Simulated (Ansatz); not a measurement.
Stepwise reaction of `[NH]=[W](=[NH])([OH])[OH]` with hydrogen chloride, as a gas-phase model of exchange steps in deposition or etching. ΔE in kJ/mol; ΔG adds harmonic PBE0-D4 terms to CCSD(T)/CBS, at 1 bar.

Program: Ansatz. Geometries: PBE0-D4/def2-TZVP. ΔE: electronic, gas phase. CCSD(T)/CBS adds triple-zeta CCSD(T) − MP2 to the extrapolated MP2 energy (def2 sets, frozen cores). This one scheme is used for every species. DFT in def2-TZVPP. B3LYP here is the variant with VWN-RPA as its local correlation; programs differ in this. def2 core potentials past Kr. For W outer-core shells are correlated without core-valence functions, which leaves a few kJ/mol of doubt a bond. One conformer a species, not always the lowest.

```csv
step,reaction,PBE-D4,B3LYP-D4,ωB97M-V,CCSD(T)/CBS,ΔG(500 K)
1,`[NH]=[W](=[NH])([OH])[OH]` + HCl → `[NH]=[W](=[NH])([OH])[Cl]` + H₂O,-36.9,-35.4,-34.0,-42.2,-40.3
```

Problem. Give the row of step 2, `[NH]=[W](=[NH])([OH])[Cl]` + HCl → `[NH]=[W](=[NH])([Cl])[Cl]` + H₂O. (An estimate is asked.)

Solution. The calculation gave: 
| step | reaction | PBE-D4 | B3LYP-D4 | ωB97M-V | CCSD(T)/CBS | ΔG(500 K) |
| --- | --- | --- | --- | --- | --- | --- |
| 2 | `[NH]=[W](=[NH])([OH])[Cl]` + HCl → `[NH]=[W](=[NH])([Cl])[Cl]` + H₂O | -31.9 | -30.6 | -28.7 | -37.9 | -30.6 |

Problem. By hand: ΔE of the 2 steps together at CCSD(T)/CBS.

Solution. (-42.2) + (-37.9) = -80.1 kJ/mol, or -40.0 kJ/mol a step.

In ΔE the steps differ by no more than 4.3 kJ/mol. All are downhill at CCSD(T)/CBS. ΔG lies between -40.3 and -30.6 kJ/mol a step. PBE-D4 differs from CCSD(T)/CBS by 5.3 to 6.0 kJ/mol a step. Isolated molecules leave out the surface, adducts and barriers. Largest T1 diagnostic: 0.020.
